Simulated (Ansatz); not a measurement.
`C=[C](C)[AlH2]` + `O[Si](O)(O)O` → `O[Si](O)(O)[O][AlH2]` + `C=CC`  (ligand exchange at the Al–C bond)

Computed with Ansatz on PBE0-D4/def2-TZVP structures; ΔE is electronic, products minus reactants. CBS: MP2 limit from def2 TZ/QZ plus the TZ coupled-cluster correction, frozen cores. This one scheme is used for every species. DFT in def2-TZVPP. HSE06 is defined as in plane-wave codes. Each species was taken in one conformer, which may not be the lowest.

CCSD(T)/CBS gives -162.0 kJ/mol.

Another level gave -161.3 kJ/mol. Which?
A. CCSD(T)/def2-TZVPP
B. PBE-D4/def2-TZVPP
C. SCS-MP2/def2-TZVPP
D. HSE06/def2-TZVPP

A. CCSD(T)/def2-TZVPP -161.3, SCS-MP2/def2-TZVPP -165.4, HSE06 -152.8, PBE-D4 -148.0 kJ/mol.

Largest T1 diagnostic among the species: 0.012.

Leaving LDA and LC-ωPBE aside and taking each functional with its dispersion term where it has one, the values, not all of them listed here, spread over 24.4 kJ/mol, from BHLYP-D4 to revPBE-D4. From PBE to PBE0 (25 % exact exchange), in def2-TZVPP and without D4, ΔE moves by −4.5 kJ/mol.
